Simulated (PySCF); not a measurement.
Dipole response of Hf⁺ (hafnium, charge +1)

[Xe] 4f14 5d1 6s2, 2D determinant. Calculation: PySCF 2.14, in aug-cc-pwCVTZ-PP with ECP60MDF (8s8p7d4f3g, 122 functions); scalar relativity through the core potential. Coupled (time-dependent) response in atomic units; α is the mean over directions.

```tsv
method	mean α (bohr³)	α xx, yy, zz	C₆ (like pair)	S(−4)
PBE	51.45	50.60, 50.60, 53.15	487.1	1113
```

S(−4) is the Cauchy moment in α(ω) = α(0) + S(−4) ω² + …

Spin-orbit coupling is absent.

α(iu) at PBE:

| u (hartree) | α(iu) (bohr³) |
| --- | --- |
| 0 | 51.45 |
| 0.0500 | 48.84 |
| 0.100 | 42.60 |
| 0.200 | 29.19 |
| 0.300 | 20.15 |
| 0.500 | 11.35 |
| 0.750 | 6.962 |
| 1.00 | 4.886 |
| 1.50 | 2.896 |
| 2.00 | 1.933 |
| 3.00 | 1.029 |
| 5.00 | 0.4230 |

A single London oscillator, α(iu) = α/(1 + u²/ω²), gives C₆ = (3/4) ω α². Matching the computed C₆ needs ω = 4 × 487.1 / (3 × 51.45²) = 0.245 hartree.

For an ion, C₆ is the dispersion term alone; charge-induced terms of lower order in 1/R come first.

The components differ because the open shell of this determinant is not spherical; for a pure term their mean is the scalar polarisability.

⟨L²⟩ = 8.44 against 6 for a pure D term, so this real determinant mixes terms. Energies and moments cover only the electrons outside the core potential. Spin-orbit coupling, absent here, splits the open shell strongly. ⟨S²⟩ = 1.37 against 0.75 shows spin contamination. The s, p, d and f populations moved away from the nominal configuration during the SCF.
